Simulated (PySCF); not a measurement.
A side-by-side comparison of computed properties.

First species: 3-chlorofuran, C₄H₃ClO.
SMILES: `Clc1ccoc1`

Second species: AsGeH₅.
SMILES with atom numbers: `[GeH3:1][AsH2:2]` (hydrogens: H3, H4, H5 on Ge1; H6, H7 on As2)

Geometry (PBE0-D3(BJ)/def2-SVP, Å), atoms numbered from 1 in this order:
```xyz
7
AsGeH5 angstrom
Ge    -0.8751    0.0932   -0.0585
As     1.4652    0.0355   -0.6968
H     -1.6360   -0.9373   -0.9133
H     -1.4216    1.4986   -0.3719
H     -1.1037   -0.2181    1.4323
H      1.6931   -1.2936    0.0181
H      1.8848    0.8315    0.5359
```

Levels: B3LYP/def2-SVPD for dipole moment, HOMO energy, LUMO energy, HOMO–LUMO gap, static isotropic polarisability and electronic spatial extent ⟨r²⟩ about the centre of nuclear charge; TDDFT B3LYP/def2-SVPD for lowest singlet excitation; TDA B3LYP/def2-SVPD for lowest triplet excitation (Tamm–Dancoff); ΔSCF B3LYP/def2-SVPD for vertical ionisation energy; PBE0-D3(BJ)/def2-SVP for rotational constant A and rotational constant C. Geometries: PBE0-D3(BJ)/def2-SVP. All species are isolated and taken at one optimised geometry, non-relativistic unless stated. Electronic properties by PySCF.

```json
{"property": "dipole moment", "column X": "1.15 D", "column Y": "0.30 D"}
{"property": "HOMO energy", "column X": "-6.72 eV", "column Y": "-7.29 eV"}
{"property": "LUMO energy", "column X": "-0.46 eV", "column Y": "-0.59 eV"}
{"property": "HOMO–LUMO gap", "column X": "6.26 eV", "column Y": "6.70 eV"}
{"property": "lowest singlet excitation", "column X": "5.95 eV", "column Y": "6.08 eV"}
{"property": "lowest triplet excitation (Tamm–Dancoff)", "column X": "3.98 eV", "column Y": "5.11 eV"}
{"property": "static isotropic polarisability", "column X": "61.3 au", "column Y": "69.6 au"}
{"property": "vertical ionisation energy", "column X": "8.96 eV", "column Y": "9.65 eV"}
{"property": "electronic spatial extent ⟨r²⟩ about the centre of nuclear charge", "column X": "658 bohr²", "column Y": "513 bohr²"}
{"property": "rotational constant A", "column X": "9.381 GHz", "column Y": "46.103 GHz"}
{"property": "rotational constant C", "column X": "1.671 GHz", "column Y": "2.132 GHz"}
```

(1) Which column belongs to which species?

(2) How does each property change from the first species to the second?

Answers

(1) Column X is the first species and column Y the second. The first has 9 atoms and 52 electrons, the second 7 and 70.

(2) dipole moment -0.85 D; HOMO energy -0.57 eV; LUMO energy -0.13 eV; HOMO–LUMO gap +0.44 eV; lowest singlet excitation +0.13 eV; lowest triplet excitation (Tamm–Dancoff) +1.13 eV; static isotropic polarisability +8.3 au; vertical ionisation energy +0.69 eV; electronic spatial extent ⟨r²⟩ about the centre of nuclear charge -145 bohr²; rotational constant A +36.722 GHz; rotational constant C +0.461 GHz.

On the first: The dipole equals about 3.8 × 10⁻³⁰ C·m (1 D = 3.33564 × 10⁻³⁰ C·m). In wavenumbers S1 is 48000 cm⁻¹ (1 eV = 8065.54 cm⁻¹).

On the second: The polarisability is 10.31 Å³ as a volume (1 au = 0.148185 Å³), or 0.99 au for each of the 70 electrons. No computed singlet falls in the visible range (750 to 380 nm, 1.65 to 3.26 eV); S1 lies 2.82 eV above its blue end. Relativistic effects, spin–orbit coupling among them, are left out although an element past zinc is present.
